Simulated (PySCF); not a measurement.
## Vertical excitation energies

Compound: C3H8AlCl3S.
Cartesian coordinates in Å at the PBE0-D3(BJ)/def2-SVP level; atoms count from 1:
```xyz
16
C3H8AlCl3S angstrom
C     -0.9798   -1.6471   -0.0840
S     -0.6565   -0.1688    0.8988
C     -2.1332    0.8127    0.5541
Al     0.9302    1.0961   -0.4702
C      2.6060    0.0568   -0.0587
Cl     2.5532   -1.6177   -0.7153
Cl     2.9001   -0.0329    1.7016
Cl     3.9584    0.9299   -0.8469
H     -0.0777   -2.2679   -0.0094
H     -1.1481   -1.3786   -1.1362
H     -1.8440   -2.1808    0.3342
H     -3.0153    0.3034    0.9653
H     -1.9980    1.7783    1.0595
H     -2.2495    0.9754   -0.5272
H      0.3170    0.8343   -1.9216
H      0.8150    2.5029    0.2671
```

Method used: TDDFT wB97X-D/def2-SVPD, vertical, gas phase, core orbitals frozen in the response (PySCF 2.14.0, density-fitted response routines).

Question: Predict the UV-vis stick spectrum at this level.

Answer: 

| state | E (eV) | E (kJ/mol) | λ (nm) | f | main configurations (H = HOMO, L = LUMO) |
| --- | --- | --- | --- | --- | --- |
| S1 | 5.59 | 540 | 221.7 | 0.010 | H→L (79%) |
| S2 | 6.44 | 622 | 192.5 | 0.0088 | H→L+5 (17%), H→L+3 (11%), H→L+2 (11%) |
| S3 | 6.48 | 626 | 191.2 | 0.0007 | H-3→L (50%) |
| S4 | 6.51 | 628 | 190.5 | 0.0046 | H-3→L (19%), H→L+4 (18%), H→L+6 (14%) |
| S5 | 6.64 | 641 | 186.6 | 0.0064 | H-2→L+1 (46%), H-2→L (15%) |
| S6 | 6.92 | 668 | 179.2 | 0.010 | H-1→L (51%), H→L+4 (9%) |
| S7 | 7.09 | 684 | 174.9 | 0.0027 | H→L+1 (36%), H→L+2 (15%), H-4→L (9%) |
| S8 | 7.16 | 691 | 173.2 | 0.042 | H-4→L (30%), H→L+1 (19%), H-2→L (10%) |
| S9 | 7.17 | 692 | 172.8 | 0.037 | H-5→L (22%), H-1→L+2 (22%), H→L+4 (10%) |
| S10 | 7.37 | 711 | 168.3 | 0.0067 | H-3→L+5 (15%), H-3→L+4 (9%), H-6→L (9%) |

Triplets (Tamm–Dancoff): T1 5.10 eV, H→L (74%); T2 5.70 eV, H→L+5 (24%), H→L+3 (15%), H→L+2 (12%); T3 5.78 eV, H→L+4 (29%), H→L+6 (22%); T4 5.95 eV, H-3→L (61%).

The lowest singlet comes at 222 nm (540 kJ/mol) in the ultraviolet; it is weak; its leading configuration is HOMO→LUMO (79%). The most intense listed level is S8 at 7.16 eV (173 nm, f = 0.042), 1.56 eV above S1. Löwdin shares by element: HOMO chlorine 55%, carbon 28% or more (atoms not listed hold the other 17%); LUMO chlorine 52%, carbon 16% or more (atoms not listed hold the other 32%). Orbital energies (eV): HOMO-3 -10.30, HOMO-2 -10.20, HOMO-1 -9.98, HOMO -9.35, LUMO 1.05, LUMO+1 1.46, LUMO+2 1.49. Weighted by f, the mean energy of these states is 6.93 eV. The oscillator strengths of these states sum to 0.130; summed over the whole spectrum of an exact calculation they would give the number of electrons, 106 (Thomas–Reiche–Kuhn). All these states lie below the vertical ionisation energy of 9.43 eV (ΔSCF). The window holds the lowest 10 singlets.

One conformer stands for the species.
